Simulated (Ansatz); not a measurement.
Geometry optimisation, RHF/def2-SVP (Ansatz 0.2.0).

Input:

```yaml
crystal:
  periodic: [false, false, false]
  atoms:
    - { symbol: Al, position_ang: [0.00398, 0.603954, -0.276115] }
    - { symbol: H, position_ang: [-0.037305, -0.233116, 2.355133] }
    - { symbol: "N", position_ang: [1.535203, 0.026341, -0.937791] }
    - { symbol: H, position_ang: [1.651656, -0.786514, -1.511038] }
    - { symbol: H, position_ang: [2.422899, 0.470548, -0.805127] }
    - { symbol: O, position_ang: [-1.456342, -0.172041, -0.570199] }
    - { symbol: H, position_ang: [-1.71218, -0.973125, -0.985647] }
    - { symbol: O, position_ang: [-0.058693, 2.063222, 0.668135] }
    - { symbol: H, position_ang: [0.652208, 2.65814, 0.830341] }
    - { symbol: H, position_ang: [-0.055825, 0.463892, 2.208509] }
basis:
  gaussian: { orbitals: def2-SVP }
hamiltonian:
  xc: hf
relax:
  f_tol: 0.03
  max_steps: 50
output:
  orbitals: {}
```

Command:

```bash
$ ansatz run input.yaml --threads 1 --pin off --max-ram 2048MiB --backend cpu --events-out ev --progress --plain --runs-dir out
```

Task: Where does it end, and by what steps?

Result: The forces met the threshold. The force dipped under the threshold on the way, but the program's further checks kept it going. After 22 steps the energy has fallen by 0.148 eV; H2 moved furthest, 1.43 Å.

| step | energy less start (eV) | largest force component (eV/Å) | accepted |
| --- | --- | --- | --- |
| 0 | 0.0000 | 1.571 | yes |
| 1 | -0.1026 | 0.707 | yes |
| 2 | -0.1239 | 0.333 | yes |
| 3 | -0.1299 | 0.127 | yes |
| 4 | -0.1318 | 0.137 | yes |
| 5 | -0.1345 | 0.281 | yes |
| 6 | -0.1316 | 0.524 | no |
| 7 | -0.1372 | 0.072 | yes |
| 8 | -0.1356 | 0.379 | no |
| 9 | -0.1384 | 0.025 | yes |
| 10 | -0.1391 | 0.062 | yes |
| 11 | -0.1403 | 0.072 | yes |
| 12 | -0.1414 | 0.179 | yes |
| 13 | -0.1425 | 0.259 | yes |
| 14 | -0.1442 | 0.129 | yes |
| 15 | -0.1460 | 0.078 | yes |
| 16 | -0.1471 | 0.106 | yes |
| 17 | -0.1474 | 0.129 | yes |
| 18 | -0.1477 | 0.074 | yes |
| 19 | -0.1482 | 0.009 | yes |
| 20 | -0.1483 | 0.012 | yes |
| 21 | -0.1484 | 0.079 | yes |
| 22 | -0.1485 | 0.014 | yes |

```xyz
10
Properties=species:S:1:pos:R:3
Al 0.025 0.536 -0.542
H -0.045 0.186 3.719
N 1.547 0.059 -1.299
H 1.647 -0.647 -2.003
H 2.446 0.447 -1.088
O -1.438 -0.179 -0.964
H -1.680 -0.856 -1.567
O -0.029 1.734 0.643
H 0.623 2.301 1.008
H -0.151 0.539 3.068
```

Whether the end is a true minimum wasn't checked by a vibrational analysis.

Run time: 35 s on 1 thread of Arm Neoverse V1, on a shared host, peak memory 0.15 GiB.
